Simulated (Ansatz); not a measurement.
A series at Sc: from `[OH][Sc]([OH])[OH]`, ligands are replaced one by one, each step taking up NH₃ and setting free H₂O; n counts the steps. Ansatz, PBE0-D4/def2-TZVP geometries. Each molecule was computed in one conformer, which needn't be the lowest.

```
n                 molecule  zero-point energy, PBE0-D4/def2-TZVP (kJ/mol)
0     `[OH][Sc]([OH])[OH]`                                           98.0
1    `[NH2][Sc]([OH])[OH]`                                              ?
2   `[NH2][Sc]([NH2])[OH]`                                          160.2
3  `[NH2][Sc]([NH2])[NH2]`                                          190.5
```

By hand: fit a straight line y = ȳ + b (n − n̄) to the 3 given rows and predict n = 1.

n̄ = 1.667, ȳ = 149.57; Σ(n − n̄)(y − ȳ) = 144.07, Σ(n − n̄)² = 4.667, so b = 30.87 kJ/mol a step. Prediction: 149.57 + (30.87) × (-0.667) = 129.0 kJ/mol.

By hand: compare with the computed value, 130.7 kJ/mol, and give the steps along the whole series.

The line misses by 1.7 kJ/mol (computed minus predicted). Steps: 32.7, 29.5, 30.3 kJ/mol.

The steps differ by at most 3.2 kJ/mol, 10 % of a mean step, so the ligands' effects nearly add and a line is close. The miss is 1.8 % of the series' range.
